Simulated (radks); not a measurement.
Values are calculated unless marked as measured or tabulated.
Spherical jellium clusters: N electrons in a uniform positive sphere of charge N and radius rs N^(1/3), rs = 5.82 bohr. Level of theory: non-relativistic Kohn-Sham, LDA (Slater exchange, Perdew-Wang correlation), spin-polarised, spherical densities (a radial shooting solver with Libxc functionals). Levels are named by radial order and angular momentum (1s, 1p, 1d, 2s, ...), and open shells are averaged over m.

N = 20, configuration 1s2 1p6 1d10 2s2. This is the lowest configuration that the search found. Occupied and some empty levels:

| level | occupation | eigenvalue (eV) | <r> (bohr) |
|---|---|---|---|
| 1s | 2 | -3.2410 | 10.50 |
| 1p | 6 | -2.9260 | 11.74 |
| 1d | 10 | -2.4763 | 12.66 |
| 2s | 2 | -2.0550 | 9.629 |
| 1f | 0 | -1.9195 | 13.47 |
| 2p | 0 | -1.3993 | 11.80 |
| 1g | 0 | -1.2773 | 14.27 |

Energy (eV): total -35.4483, kinetic 17.349, external -824.70, Hartree 411.87, exchange-correlation -53.358, background 413.39. Static polarisability (adiabatic kernel): 4825 bohr^3, against R^3 = 3943 for a classical metal sphere.
